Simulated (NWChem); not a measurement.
System: C$_{2}$H$_{4}$FNOSi; SMILES C1=N[C@@H]([Si@@H]1O)F

NWChem input:

```
start job
memory heap 200 mb stack 700 mb global 900 mb
geometry units angstroms noautosym nocenter noautoz
  O      0.750071    -1.877858    -0.467266
  Si    -0.211699    -0.862586     0.420735
  C     -1.506502     0.218227    -0.435215
  N     -0.906420     1.342975    -0.247436
  C      0.301297     0.991516     0.514921
  F      1.428713     1.327625    -0.187860
  H      1.211344    -1.493349    -1.220134
  H     -0.590336    -1.658628     1.621599
  H     -2.475165     0.184050    -0.955273
  H      0.317568     1.541569     1.472203
end
basis spherical
  * library 6-31g*
end
dft
  xc hfexch
  iterations 150
  mulliken
end
task dft energy
esp
  recalculate
  probe 0.07
  range 0.3
  factor 1.0
  spacing 0.02
end
task esp
```

Parts of the log:

```
             Northwest Computational Chemistry Package (NWChem) 7.3.0
             --------------------------------------------------------

                             Geometry "geometry" -> ""
                             -------------------------

 Output coordinates in angstroms (scale by  1.889725989 to convert to a.u.)

  No.       Tag          Charge          X              Y              Z
 ---- ---------------- ---------- -------------- -------------- --------------
    1 O                    8.0000     0.75007100    -1.87785800    -0.46726600
    2 Si                  14.0000    -0.21169900    -0.86258600     0.42073500
    3 C                    6.0000    -1.50650200     0.21822700    -0.43521500
    4 N                    7.0000    -0.90642000     1.34297500    -0.24743600
    5 C                    6.0000     0.30129700     0.99151600     0.51492100
    6 F                    9.0000     1.42871300     1.32762500    -0.18786000
    7 H                    1.0000     1.21134400    -1.49334900    -1.22013400
    8 H                    1.0000    -0.59033600    -1.65862800     1.62159900
    9 H                    1.0000    -2.47516500     0.18405000    -0.95527300
   10 H                    1.0000     0.31756800     1.54156900     1.47220300

 Effective nuclear repulsion energy (a.u.)     295.7767588965

  xc_inp: hfexch multiplicative factor not found.

                                 NWChem DFT Module
                                 -----------------

 Summary of "ao basis" -> "ao basis" (spherical)
 ------------------------------------------------------------------------------
       Tag                 Description            Shells   Functions and Types
 ---------------- ------------------------------  ------  ---------------------
 O                           6-31g*                  6       14   3s2p1d
 Si                          6-31g*                  8       18   4s3p1d
 C                           6-31g*                  6       14   3s2p1d
 N                           6-31g*                  6       14   3s2p1d
 F                           6-31g*                  6       14   3s2p1d
 H                           6-31g*                  2        2   2s

            General Information
            -------------------
          SCF calculation type: DFT
          Wavefunction type:  closed shell.
          No. of atoms     :    10
          No. of electrons :    54
           Alpha electrons :    27
            Beta electrons :    27
          Charge           :     0
          Spin multiplicity:     1
          Use of symmetry is: off; symmetry adaption is: off
          Maximum number of iterations: 150
          AO basis - number of functions:    96
                     number of shells:    46
          Convergence on energy requested:  1.00D-06
          Convergence on density requested:  1.00D-05
          Convergence on gradient requested:  5.00D-04

              XC Information
              --------------
                     Hartree-Fock (Exact) Exchange  1.000

      Superposition of Atomic Density Guess
      -------------------------------------

 Sum of atomic energies:        -594.55116847

      Non-variational initial energy
      ------------------------------

 Total energy =    -597.076481
 1-e energy   =   -1408.421470
 2-e energy   =     515.568230
 HOMO         =      -0.258599
 LUMO         =      -0.039565

     ---------------------------------------------
      Total Density - Mulliken Population Analysis
     ---------------------------------------------

[...]

                     NWChem Electrostatic Potential Fit Module
                     -----------------------------------------

 Atom parameters

 Number of atoms is                                   10
 Number of basis functions is                         96

 Grid parameters

 Maximum number of grid points is                  41665
 Number of grid points is                          41664
 Grid range                                     0.300000 nm
 Grid spacing                                   0.020000 nm
 Probe radius                                   0.070000 nm
 Atom radius factor                             1.000000

 Atomic radii

    1    0.100000
    6    0.147000
    7    0.140000
    8    0.136000
    9    0.128000
   14    0.187000
 FASTESP  F
  using M.O. file = ./job.movecs

    Atom              Coordinates                           Charge

                                                  ESP

    1 O     0.075007   -0.187786   -0.046727   -0.673550
    2 Si   -0.021170   -0.086259    0.042074    0.553079
    3 C    -0.150650    0.021823   -0.043522    0.073132
    4 N    -0.090642    0.134298   -0.024744   -0.469292
    5 C     0.030130    0.099152    0.051492    0.419160
    6 F     0.142871    0.132763   -0.018786   -0.299524
    7 H     0.121134   -0.149335   -0.122013    0.437451
    8 H    -0.059034   -0.165863    0.162160   -0.100114
    9 H    -0.247517    0.018405   -0.095527    0.071076
   10 H     0.031757    0.154157    0.147220   -0.011418
                                            ------------
                                               -0.000000

 Dipole moment                                  0.719688

 Quadrupole moment Qxx                          6.855360
                   Qyy                        -19.270806
                   Qzz                         12.415446

 RMS deviation kJ/mol                           0.076325

 RRMS %                                        28.222355
```

Level: Hartree-Fock/6-31G* (spherical d). Geometry: optimised at PBE0/def2-SVP.
